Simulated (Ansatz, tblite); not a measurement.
Removing and adding an electron: H2Au2. The state is a singlet with charge 0. Geometry: r2SCAN-D4/def2-TZVP. Ansatz, gas phase; energy differences of separate SCF runs; the oxidised species was run as a doublet alone; the reduced species was run as a doublet alone.

```xyz
4

Au   -0.279   -0.228    0.594
Au    1.438   -0.212   -1.485
H     0.160    0.621   -0.899
H    -1.319   -0.181    1.790
```

In the def2 sets Au takes a core potential; there is no spin–orbit coupling. The xTB rows come from tblite. Correlated methods freeze no core orbitals; core or outer-core shells of Au are correlated, in sets that lack core-valence functions. The structure comes from a short search, and lower isomers may exist.

Question: Estimate orbital energies and vertical ionisation energies and electron affinities at: GFN1-xTB; GFN2-xTB; HF/def2-TZVPD; HF/def2-TZVPP; PBE-D4/def2-TZVP; PBE-D4/def2-TZVPD; r2SCAN-D4/def2-TZVP; r2SCAN-D4/def2-TZVPD; PBE0-D4/def2-TZVP; PBE0-D4/def2-TZVPD; MP2/def2-TZVPD; MP2/def2-TZVPP; CCSD/def2-TZVPD; CCSD/def2-TZVPP; CCSD(T)/def2-TZVPD; CCSD(T)/def2-TZVPP.

Answer: 
```json
{"level": "GFN1-xTB", "−HOMO (eV)": "11.04", "vertical IE (eV)": "14.46", "−LUMO (eV)": "9.42", "vertical EA (eV)": "5.74", "HOMO–LUMO gap (eV)": "1.61", "IE − EA (eV)": "8.72", "remarks": "–"}
{"level": "GFN2-xTB", "−HOMO (eV)": "9.49", "vertical IE (eV)": "13.06", "−LUMO (eV)": "6.07", "vertical EA (eV)": "2.81", "HOMO–LUMO gap (eV)": "3.42", "IE − EA (eV)": "10.25", "remarks": "–"}
{"level": "HF/def2-TZVPD", "−HOMO (eV)": "–", "vertical IE (eV)": "–", "−LUMO (eV)": "–", "vertical EA (eV)": "1.09", "HOMO–LUMO gap (eV)": "–", "IE − EA (eV)": "–", "remarks": "–"}
{"level": "HF/def2-TZVPP", "−HOMO (eV)": "–", "vertical IE (eV)": "7.60", "−LUMO (eV)": "–", "vertical EA (eV)": "–", "HOMO–LUMO gap (eV)": "–", "IE − EA (eV)": "–", "remarks": "–"}
{"level": "PBE-D4/def2-TZVP", "−HOMO (eV)": "6.30", "vertical IE (eV)": "9.25", "−LUMO (eV)": "3.94", "vertical EA (eV)": "–", "HOMO–LUMO gap (eV)": "2.36", "IE − EA (eV)": "–", "remarks": "–"}
{"level": "PBE-D4/def2-TZVPD", "−HOMO (eV)": "6.29", "vertical IE (eV)": "–", "−LUMO (eV)": "3.97", "vertical EA (eV)": "1.51", "HOMO–LUMO gap (eV)": "2.32", "IE − EA (eV)": "–", "remarks": "HOMO above zero (-1 doublet)"}
{"level": "r2SCAN-D4/def2-TZVP", "−HOMO (eV)": "6.47", "vertical IE (eV)": "9.25", "−LUMO (eV)": "3.76", "vertical EA (eV)": "–", "HOMO–LUMO gap (eV)": "2.71", "IE − EA (eV)": "–", "remarks": "–"}
{"level": "r2SCAN-D4/def2-TZVPD", "−HOMO (eV)": "6.45", "vertical IE (eV)": "–", "−LUMO (eV)": "3.79", "vertical EA (eV)": "1.60", "HOMO–LUMO gap (eV)": "2.66", "IE − EA (eV)": "–", "remarks": "HOMO above zero (-1 doublet)"}
{"level": "PBE0-D4/def2-TZVP", "−HOMO (eV)": "7.10", "vertical IE (eV)": "9.10", "−LUMO (eV)": "3.21", "vertical EA (eV)": "–", "HOMO–LUMO gap (eV)": "3.89", "IE − EA (eV)": "–", "remarks": "–"}
{"level": "PBE0-D4/def2-TZVPD", "−HOMO (eV)": "7.08", "vertical IE (eV)": "–", "−LUMO (eV)": "3.23", "vertical EA (eV)": "1.56", "HOMO–LUMO gap (eV)": "3.85", "IE − EA (eV)": "–", "remarks": "HOMO above zero (-1 doublet)"}
{"level": "MP2/def2-TZVPD", "−HOMO (eV)": "–", "vertical IE (eV)": "–", "−LUMO (eV)": "–", "vertical EA (eV)": "1.62", "HOMO–LUMO gap (eV)": "–", "IE − EA (eV)": "–", "remarks": "–"}
{"level": "MP2/def2-TZVPP", "−HOMO (eV)": "–", "vertical IE (eV)": "9.37", "−LUMO (eV)": "–", "vertical EA (eV)": "–", "HOMO–LUMO gap (eV)": "–", "IE − EA (eV)": "–", "remarks": "–"}
{"level": "CCSD/def2-TZVPD", "−HOMO (eV)": "–", "vertical IE (eV)": "–", "−LUMO (eV)": "–", "vertical EA (eV)": "1.50", "HOMO–LUMO gap (eV)": "–", "IE − EA (eV)": "–", "remarks": "–"}
{"level": "CCSD/def2-TZVPP", "−HOMO (eV)": "–", "vertical IE (eV)": "8.98", "−LUMO (eV)": "–", "vertical EA (eV)": "–", "HOMO–LUMO gap (eV)": "–", "IE − EA (eV)": "–", "remarks": "–"}
{"level": "CCSD(T)/def2-TZVPD", "−HOMO (eV)": "–", "vertical IE (eV)": "–", "−LUMO (eV)": "–", "vertical EA (eV)": "1.52", "HOMO–LUMO gap (eV)": "–", "IE − EA (eV)": "–", "remarks": "–"}
{"level": "CCSD(T)/def2-TZVPP", "−HOMO (eV)": "–", "vertical IE (eV)": "9.11", "−LUMO (eV)": "–", "vertical EA (eV)": "–", "HOMO–LUMO gap (eV)": "–", "IE − EA (eV)": "–", "remarks": "–"}
```

   A HOMO above zero means that the electron is unbound at that level or that self-interaction error raises the level; the energy of removing that electron tells which. Raw xTB energy differences between charge states are shifted by several eV; the methods need an empirical correction for them.
